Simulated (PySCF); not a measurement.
Computed shifts of a molecule C₂H₅ClFNSi, PySCF with PBE/pcSseg-1, GIAO, gas phase, equivalent atoms averaged, in ppm (number of nuclei): ¹⁵N: 47.4 (1). ²⁹Si: -14.9 (1). ¹³C: 176.5 (1), 103.0 (1). ¹⁹F: -78.9 (1). ¹H: 7.27 (1), 5.83 (1), 5.42 (1), 1.51 (1), 1.31 (1). References: ¹⁵N against NH3 (σ = 267.0 ppm); ²⁹Si against TMS (σ = 335.4 ppm); ³⁵Cl against HCl (σ = 936.5 ppm); ¹³C against TMS (σ = 182.0 ppm); ¹⁹F against CFCl3 (σ = 133.6 ppm); ¹H against TMS (σ = 31.49 ppm), references at their B3LYP-D3(BJ)/def2-TZVP geometries, non-relativistic (without spin–orbit terms, shifts of atoms bonded to Cl or Br come out too high). Geometry: ωB97X-D3(BJ)/def2-SVP. The values are those of a single conformer.

Q: Which molecule gave these data?
A. N[Si@H](Cl)/C=C/F
B. C/C=N/[Si@@H](F)Cl
C. C/N=C/[Si@H](F)Cl
D. F[Si]1(Cl)CNC1

A: A, N[Si@H](Cl)/C=C/F
